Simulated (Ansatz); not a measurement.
`CNBC=S` and `CN[BH][GeH3]` differ in one atom or group.

Ansatz, PBE0-D4/def2-TZVP geometries, multiplicity 1. Each molecule was computed in one conformer, which needn't be the lowest.

Scalar relativity is left out up to krypton.

```
                                          property  `CNBC=S`
size of the dipole moment (ωB97M-V/def2-TZVPP) / D      2.90
  size of the dipole moment (B3LYP/def2-TZVPP) / D      2.96
             LUMO energy (ωB97M-V/def2-TZVPP) / eV     -0.17
               LUMO energy (B3LYP/def2-TZVPP) / eV     -2.49
               HOMO–LUMO gap (PBE/def2-TZVPP) / eV      1.67
           HOMO–LUMO gap (ωB97M-V/def2-TZVPP) / eV      8.19
```

Q: Give the same properties after the change, and the shifts. (An estimate is asked.)

A: Computed: 
```json
{"property": "size of the dipole moment (ωB97M-V/def2-TZVPP) / D", "`CN[BH][GeH3]`": "2.90", "shift": "0.00"}
{"property": "size of the dipole moment (B3LYP/def2-TZVPP) / D", "`CN[BH][GeH3]`": "2.91", "shift": "-0.05"}
{"property": "LUMO energy (ωB97M-V/def2-TZVPP) / eV", "`CN[BH][GeH3]`": "1.49", "shift": "1.66"}
{"property": "LUMO energy (B3LYP/def2-TZVPP) / eV", "`CN[BH][GeH3]`": "-0.59", "shift": "1.90"}
{"property": "HOMO–LUMO gap (PBE/def2-TZVPP) / eV", "`CN[BH][GeH3]`": "5.25", "shift": "3.58"}
{"property": "HOMO–LUMO gap (ωB97M-V/def2-TZVPP) / eV", "`CN[BH][GeH3]`": "11.39", "shift": "3.20"}
```

With PBE0 the HOMO falls by 1.61 eV and the LUMO rises by 1.93 eV, so the gap widens by about 3.54 eV. PBE moves the HOMO by -1.65 eV and ωB97M-V by -1.54 eV. Dipoles are sizes alone; their direction can turn.

B3LYP here is the variant with VWN-RPA as its local correlation; programs differ in this.
